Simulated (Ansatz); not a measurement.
`CN1B[SiH]1C` + H₂ → `CN1B[SiH2]1` + CH₄  (hydrogenolysis of the Si–C bond)

Calculated with Ansatz (gas phase, PBE0-D4/def2-TZVP geometries, no zero-point term in ΔE). CBS: MP2 limit from def2 TZ/QZ plus the TZ coupled-cluster correction, frozen cores. This one scheme is used for every species. Functionals use def2-TZVPP.

(1) Is it downhill or uphill in electronic energy at CCSD(T)/CBS, and by how much? (Estimate.)

(2) What do these levels give: PBE-D4, r2SCAN-D4, r2SCAN, SCS-MP2/def2-TZVPP, CCSD/def2-TZVPP, MP2/def2-QZVPP? (An estimate is asked.)

Largest T1 diagnostic among the species: 0.014.

Results:

(1) The calculation gave: Downhill: ΔE = -0.25 eV.

(2) Ansatz gave: PBE-D4 -0.23, r2SCAN-D4 -0.24, r2SCAN -0.26, SCS-MP2/def2-TZVPP -0.28, CCSD/def2-TZVPP -0.32, MP2/def2-QZVPP -0.21 eV.

In def2-TZVPP, CCSD(T) changes the Hartree–Fock value by +0.21 eV (the triples alone add +0.04 eV) and MP2 by +0.27 eV. The D4 term adds +0.08 eV with B3LYP and +0.05 eV with PBE0; it sums over pairs of atoms, weighted by their polarisabilities, and B3LYP, whose exchange is more repulsive, gets the larger term.

B3LYP here is the variant with VWN-RPA as its local correlation; programs differ in this.
